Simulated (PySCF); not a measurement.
**[EuF2]+ at several levels of theory**

Computed with PySCF 2.14.0 (density fitting, no spin-orbit coupling) at the geometry relaxed with PBE0:

```xyz
3
[EuF2]+ (singlet in the valence; each metal's 4f electrons, 6 of them, lie in its core potential, out of spins and levels)
Eu    0.0000    0.0000   -0.3497
F     1.5996    0.0000    0.7823
F    -1.5996    0.0000    0.7823
```

| level | basis | state | HOMO (eV) | gap (eV) | charge on Eu1 (e) | population of f-type functions on Eu1 (polarisation alone where 4f lies in the core) | dipole about the centre of mass (D) | largest force component (eV/Å) |
| --- | --- | --- | --- | --- | --- | --- | --- | --- |
| PBE0 | Eu lcecp-1-SVP with ECP52, F def2-SVP | singlet | -16.08 | 8.16 | 1.66 | 0.10 | 6.37 | 0.02 |
| revPBE | the same | singlet | -14.12 | 5.52 | 1.52 | 0.10 | 5.86 | 0.68 |
| PBE0 | Eu lcecp-1-TZVP with ECP52, F def2-TZVP | singlet | -16.11 | 8.28 | 1.85 | 0.11 | 6.41 | 0.23 |

In the lcecp rows the 4f levels are missing from HOMO and gap, and the state counts the valence alone.

Charges are Mulliken's, which hang on the basis. The relaxation used the grid (50, 194), these runs (75, 302) or, all-electron (x2c bases, spin-free X2C Hamiltonian), (99, 590).

Task: What does CAM-B3LYP with Eu lcecp-1-SVP with ECP52, F def2-SVP give here?

Result: state singlet, HOMO (eV) -17.50, gap (eV) 10.28, charge on Eu1 (e) 1.64, population of f-type functions on Eu1 (polarisation alone where 4f lies in the core) 0.10, dipole about the centre of mass (D) 6.48, largest force component (eV/Å) 0.07. Time: 1.9 s on 2 threads of Arm Neoverse V1, with other jobs on the host, from an already converged density.

In the first row's basis the gap widens with exact exchange: 5.5 eV for revPBE (none); 8.2 eV for PBE0 (a fixed share); 10.3 eV for CAM-B3LYP (rising or full at long range).

An lcecp potential fixes the number of 4f electrons, so in runs with it no electron can move into or out of that shell.
